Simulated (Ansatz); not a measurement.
Start from `BC(O)[SiH3]` and change one atom or group to get `CC(O)[SiH3]`.

Ansatz, PBE0-D4/def2-TZVP geometries, multiplicity 1. Each molecule was computed in one conformer, which needn't be the lowest.

| property | `BC(O)[SiH3]` |
| --- | --- |
| HOMO energy (PBE0/def2-TZVPP) / eV | -7.67 |
| LUMO energy (B3LYP/def2-TZVPP) / eV | -1.40 |
| HOMO energy (ωB97M-V/def2-TZVPP) / eV | -9.92 |
| LUMO energy (ωB97M-V/def2-TZVPP) / eV | 0.69 |
| HOMO–LUMO gap (ωB97M-V/def2-TZVPP) / eV | 10.61 |
| HOMO energy (PBE/def2-TZVPP) / eV | -6.32 |

Q: What does the change do to each property? (Estimate.)

A: Computed: 
```
                               property  `CC(O)[SiH3]`  shift
     HOMO energy (PBE0/def2-TZVPP) / eV          -7.97  -0.30
    LUMO energy (B3LYP/def2-TZVPP) / eV           0.30   1.70
  HOMO energy (ωB97M-V/def2-TZVPP) / eV         -10.35  -0.43
  LUMO energy (ωB97M-V/def2-TZVPP) / eV           2.12   1.43
HOMO–LUMO gap (ωB97M-V/def2-TZVPP) / eV          12.47   1.86
      HOMO energy (PBE/def2-TZVPP) / eV          -6.36  -0.04
```

With PBE0 the HOMO falls by 0.30 eV and the LUMO rises by 1.80 eV, so the gap widens by about 2.10 eV. PBE moves the HOMO by -0.04 eV and ωB97M-V by -0.43 eV. The zero-point energy changes by 45.5 kJ/mol with +3 modes.

B3LYP here is the variant with VWN-RPA as its local correlation; programs differ in this.
